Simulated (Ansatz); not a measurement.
Cost and result for the atomization energy of `BO[SiH2]S[SiH3]` (12 atoms, 11 bonds).

Z-matrix (Å, degrees):
```
Si
O 1 1.649
S 1 2.123 2 113.8
H 1 1.481 2 106.5 3 -121.8
H 1 1.478 2 107.4 3 118.0
B 2 1.347 1 137.3 3 5.9
Si 3 2.143 1 97.2 2 -79.0
H 6 1.199 2 117.6 1 179.2
H 6 1.201 2 120.4 1 -0.8
H 7 1.482 3 107.0 1 154.7
H 7 1.485 3 110.1 1 35.1
H 7 1.484 3 110.6 1 -85.5
```

Charge 0, multiplicity 1. The structure was optimised at the PBE0-D4/def2-TZVP level. It is one conformer, not always the lowest. Program: Ansatz. All runs use 4 threads of an Arm Neoverse V1 on a shared host. Times are those of one run each, without the atoms' runs, and a repeat can differ threefold. Electronic energies, without spin–orbit coupling; frozen cores. CCSD(T)/CBS adds CCSD(T) − MP2 in def2-TZVPP to the MP2 limit, and its time is that of the two runs behind it. T1 = 0.013. B3LYP takes the VWN-RPA correlation (the form of Gaussian; ORCA's B3LYP/G).

CCSD(T)/CBS is a level of theory with its own doubt, some kJ/mol a heavy atom from the limit and from the frozen cores, so smaller differences don't rank the functionals.

| level | functions | wall time |
| --- | --- | --- |
| PBE-D4/def2-TZVPP (with forces) | 286 | 3.5 s |
| PBE0-D4/def2-TZVPP | 286 | 4.7 s |
| r2SCAN-D4/def2-TZVPP (with forces) | 286 | 7 s |
| B3LYP-D4/def2-TZVPP (with forces) | 286 | 7.5 s |
| B2PLYP/def2-TZVPP | 286 | 7.5 s |
| ωB97X-V/def2-TZVPP | 286 | 12 s |
| ωB97M-V/def2-TZVPP (with forces) | 286 | 18 s |
| MP2/def2-QZVPP | 534 | 35 s |
| CCSD(T)/def2-TZVPP | 286 | 4 min |
| CCSD(T)/CBS(def2) | – | 4.6 min |

Problem. What atomization energy does each give, and how far from CCSD(T)/CBS? (An estimate is asked.)

Solution. Computed: 
```csv
level,atomization (kJ/mol),difference from CCSD(T)/CBS,per bond
PBE-D4/def2-TZVPP (with forces),4072.2,-12.5,-1.1
PBE0-D4/def2-TZVPP,4042.3,-42.4,-3.8
r2SCAN-D4/def2-TZVPP (with forces),4094.0,9.3,0.9
B3LYP-D4/def2-TZVPP (with forces),4076.4,-8.3,-0.7
B2PLYP/def2-TZVPP,4027.1,-57.6,-5.2
ωB97X-V/def2-TZVPP,4110.7,26.0,2.4
ωB97M-V/def2-TZVPP (with forces),4101.5,16.8,1.5
MP2/def2-QZVPP,4082.4,-2.3,-0.2
CCSD(T)/def2-TZVPP,3972.6,-112.1,-10.2
CCSD(T)/CBS(def2),4084.7,0.0,0.0
```

The D4 term adds +52.4 kJ/mol with B3LYP and +27.7 kJ/mol with PBE0; it sums over pairs of atoms, weighted by their polarisabilities, and B3LYP, whose exchange is more repulsive, gets the larger term. From PBE to PBE0 (25 % exact exchange), in def2-TZVPP and without D4, the atomization energy moves by −25.3 kJ/mol: exact exchange takes away binding that semilocal exchange gives to molecules. In def2-TZVPP, CCSD(T) changes the Hartree–Fock value by +865.9 kJ/mol (the triples alone add +48.0 kJ/mol) and MP2 by +908.7 kJ/mol; breaking electron pairs costs correlation energy, which Hartree–Fock lacks.
